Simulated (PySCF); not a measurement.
# Excitation energy of Te by level of theory

Te [Kr] 4d10 5s2 5p4 (3P) → Te [Kr] 4d10 5s1 5p5 (3P), as a difference of total energies. All numbers are calculated (PySCF 2.14, a scalar-relativistic core potential, in aug-cc-pVDZ-PP with ECP28MDF (5s4p3d, 32 functions)). Correlated levels: valence: 4s2 4p6 4d10 frozen. The calculations carry no spin-orbit coupling.

```
           method  excitation energy (eV)
              UHF                   9.988
    MP2 (valence)                   9.134
SCS-MP2 (valence)                   9.001
   CCSD (valence)                   7.971
CCSD(T) (valence)                   7.661
  CCSDT (valence)                   7.664
```

Problem. How much does correlation contribute at CCSD(T) (valence)?

Solution. 7.661 − (9.988) = -2.327 eV, measured against UHF.

The coupled-cluster amplitudes are large for the upper state (T1 above 0.03 or a double amplitude above 0.15), so a single reference is strained.
